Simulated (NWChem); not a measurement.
System: C2H5NOSi; SMILES N[Si@H]1C=CO1

```xyz
10

N     -0.0422    -1.9094     0.4614
Si    -0.0233    -0.4430    -0.4140
C     -1.0972     0.9670     0.0891
C      0.0695     1.6244     0.2626
O      1.1496     0.7913     0.0206
H      0.4281    -2.7405     0.1269
H     -0.2122    -1.9373     1.4587
H      0.1694    -0.8148    -1.8352
H     -2.1046     1.3438     0.1824
H      0.3051     2.6549     0.5278
```
Atoms are numbered in this order, from 1.

Computed with NWChem. Pople sets run with spherical d functions. Geometry: optimised at B3LYP/6-31G* (spherical d). Level: B3LYP/6-31G* with SMD (1 M gas to 1 M solution), gas-phase geometry. Reactions with the solvent are ignored.

```tsv
solvent	dielectric constant	solvation free energy (kcal/mol)	cavity-dispersion-structure term (kcal/mol)	dipole in solution (D)
water	78.4	-3.6	4.3	2.16
n-hexane	1.88	-2.5	0.3	1.82
N,N-dimethylformamide	37.2	-4.5	1.5	1.99
ethanol	24.9	-5.1	2.3	2.11
methanol	32.6	-5.2	2.6	2.15
chlorobenzene	5.70	-4.2	0.8	1.94
anisole	4.22	-3.5	1.1	1.92
```
